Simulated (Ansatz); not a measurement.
`[Li][O][Li]` + HI → `[Li][I]` + `[Li][OH]` at 400 K and 1 bar (ligand exchange at a Li–O bond).

Gas-phase electronic energies from Ansatz, PBE0-D4/def2-TZVP geometries. CBS: MP2 limit from def2 TZ/QZ plus the TZ coupled-cluster correction, frozen cores. Elements past krypton have def2 core potentials. For I, Li outer-core shells are correlated without core-valence functions, which leaves a few kJ/mol of doubt a bond.

| species | CCSD(T)/CBS energy (Eh) | H − E (kJ/mol) | S (J/(mol·K)) |
| --- | --- | --- | --- |
| `[Li][O][Li]` | -90.22019 | 30.5 | 244.1 |
| HI | -298.03592 | 25.7 | 215.0 |
| `[Li][I]` | -305.01891 | 15.8 | 242.2 |
| `[Li][OH]` | -83.31445 | 49.7 | 222.0 |

H − E and S are ideal-gas, rigid-rotor, harmonic terms from PBE0-D4/def2-TZVP. 1 Eh = 2625.50 kJ/mol, R = 8.31446 J/(mol·K).

Task: By hand: ΔE, ΔH, ΔS and ΔG.

Result: ΔE = (-305.01891) + (-83.31445) − (-90.22019) − (-298.03592) = -0.07725 Eh = -202.8 kJ/mol. Δ(H − E) = 15.8 + 49.7 − 30.5 − 25.7 = 9.3, so ΔH = -193.5 kJ/mol. ΔS = 242.2 + 222.0 − 244.1 − 215.0 = 5.1 J/(mol·K). ΔG = -193.5 − 400 × (5.1)/1000 = -195.5 kJ/mol.

Task: By hand: the equilibrium constant, and the temperature at which ΔG would vanish if ΔH and ΔS stayed fixed.

Result: log₁₀ K = −ΔG/(RT ln 10) = 25.5. ΔH and −TΔS have one sign here, so there is no such temperature.

The number of gas molecules stays the same, so ΔS is small and ΔH decides. A doubt of 5 kJ/mol in ΔE shifts log₁₀ K by 0.7 here. These are equilibria of isolated gas molecules and say nothing of rates. Largest T1 diagnostic: 0.021 (customary marks: 0.02 for closed shells, 0.045 for open ones).

ΔS is within the doubt of such terms, so its sign, and with it that verdict, could turn.
